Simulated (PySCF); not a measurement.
Match the calculated data to a structure.

All candidates are C3H5F3S.

* NMR, other nuclei: isotropic shieldings of nuclei other than C and H, by class: 230 (3 F), 393 (1 S) ppm [GIAO PBE0/pcSseg-1]
* 1H NMR: chemical shifts (computed TMS as zero) by class: 3.20 (2 H), 1.40 (3 H) ppm [GIAO PBE0/pcSseg-1]
* 13C NMR: chemical shifts (computed TMS as zero) by class: 142.5 (1 C), 33.2 (1 C), 12.8 (1 C) ppm [GIAO PBE0/pcSseg-1]
* Dipole: 2.70 D [CAM-B3LYP/def2-SVPD]
* Triplet: lowest triplet excitation (Tamm–Dancoff): 4.95 eV [TDA CAM-B3LYP/def2-SVPD]
* UV, first state: lowest singlet excitation: 5.50 eV (226 nm, f = 0.000) [TDDFT CAM-B3LYP/def2-SVPD]
* Polarisability: 61.2 au [CAM-B3LYP/def2-SVPD]
* Rotational structure: rotational constants A, B, C: 4.277, 1.306, 1.227 GHz [GFN2-xTB]

Gas-phase values; electronic properties from PySCF, density fitting. Levels stand in brackets. Geometry: GFN2-xTB, one conformer, isolated molecule. NMR classes are plain means over equivalent atoms (diastereotopic ones count apart unless rotation or inversion swaps them), as if these changed places fast.

Question: Which candidate is it?
A. `FC(F)(F)CCS`
B. `CCSC(F)(F)F`
C. `CSCC(F)(F)F`

Answer: B. It is `CCSC(F)(F)F`. Numbering: `[CH3:1][CH2:2][S:3][C:4]([F:5])([F:6])[F:7]`. Its formula, C3H5F3S, gives 0 degrees of unsaturation, so no ring and no π bond. 3 carbons fall into 3 classes; from least to most shielded: CF3 carbon [C4] (142.5 ppm), sp3 carbon bound to sulfur [C2] (33.2 ppm), methyl carbon [C1] (12.8 ppm). Hydrogen classes from least to most shielded: 2 H on an sp3 carbon bound to sulfur, C2 (3.20 ppm), 3 H on a methyl carbon, C1 (1.40 ppm). The other shieldings belong to: 230 ppm, fluorine of a CF3 group [F5/F6/F7]; 393 ppm, sulfide sulfur [S3]. The optimised geometry has point group Cs and is an asymmetric top.

The others, at the same levels:
- `CSCC(F)(F)F` fails: its computed 13C shifts are 135.6 (1 C), 43.6 (1 C), 22.3 (1 C) ppm, 1H shifts are 2.89 (2 H), 2.27 (3 H) ppm and rotational constant A is 3.905 GHz (against 4.277 GHz).
- `FC(F)(F)CCS` fails: its computed 13C shifts are 133.8 (1 C), 45.8 (1 C), 24.8 (1 C) ppm, 1H shifts are 2.67 (2 H), 2.25 (2 H), 1.56 (1 H) ppm and rotational constant A is 4.949 GHz (against 4.277 GHz).

Each candidate is one conformer, not necessarily the lowest. Dipoles, sizes and rotational constants follow the conformer. The torsions of the flexible species, by atom-mapped SMILES:
- `[CH3:1][CH2:2][S:3][C:4]([F:5])([F:6])[F:7]`: C1–C2–S3–C4 180°, C2–S3–C4–F5 -60°
- `[CH3:1][S:2][CH2:3][C:4]([F:5])([F:6])[F:7]`: C1–S2–C3–C4 -81°, S2–C3–C4–F5 -176°
- `[F:1][C:2]([F:3])([F:4])[CH2:5][CH2:6][SH:7]`: F1–C2–C5–C6 180°, C2–C5–C6–S7 -179°, H–S7–C6–C5 -67°
